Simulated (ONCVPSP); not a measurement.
# cerium, ONCV: configuration errors across variants

Ce (Z = 58), optimised norm-conserving Vanderbilt (ONCV), made with ONCVPSP 4.0.1 (Wu-Cohen, fully relativistic). Core [Kr] 4d10, reference 4f1 5s2 5p6 5d1 6s2. Waves: 5s+6s: rc 2.85 bohr, ncon 3, nbas 6, qcut 3.8 1/bohr, 2 projectors; 5p: rc 2.15 bohr, ncon 3, nbas 6, qcut 6.8 1/bohr, 2 projectors, debl 3.6 Ha; 5d: rc 3.45 bohr, ncon 3, nbas 7, qcut 3.8 1/bohr, 1 projector; 4f: rc 1.90 bohr, ncon 4, nbas 9, qcut 9.3 1/bohr, 2 projectors, debl 3.1 Ha. Local part: polynomial inside 1.75 bohr (lpopt 5, dvloc0 1 Ha). Core correction: none.

Open shells are filled in proportion to 2j + 1.

All-electron excitation energies from the reference (eV): (1) 4f1 5s2 5p6 5d1 6s1 6.101; (2) 4f1 5s2 5p6 5d1 6s0 17.078; (3) 4f1 5s2 5p6 5d0 6s0 36.201; (4) 4f1 5s2 5p6 5d1 6s1 6p1 2.491.

Errors AE − PS in meV (a dash: test not solved or not reliable):

| change | (1) | (2) | (3) | (4) | bound ghosts | GHOST(+) flags above zero |
| --- | --- | --- | --- | --- | --- | --- |
| base | -0.6 | -7.8 | +25 | +0.3 | none | s |
| local potential polynomial inside 1.75 bohr (lpopt 5, dvloc0 -2 Ha) | -0.4 | -7.7 | +25 | +0.5 | none | s, p3/2, p1/2 |
| local potential polynomial inside 1.75 bohr (lpopt 5, dvloc0 0 Ha) | -0.6 | -7.8 | +25 | +0.4 | none | s |
| local potential polynomial inside 1.75 bohr (lpopt 5, dvloc0 2.5 Ha) | -0.6 | -7.9 | +25 | +0.2 | none | none |
| local potential polynomial inside 1.75 bohr (lpopt 5, dvloc0 6 Ha) | -0.5 | -7.6 | +25 | +0.2 | none | none |
| local potential polynomial inside 1.75 bohr (lpopt 5, dvloc0 9.5 Ha) | -0.6 | -7.9 | +25 | +0.1 | none | none |

Give the same row for: local potential polynomial inside 1.75 bohr (lpopt 5, dvloc0 4.5 Ha).

-0.9, -8.2, +25, +0.2; bound ghosts: none; GHOST(+) flags above zero: s.
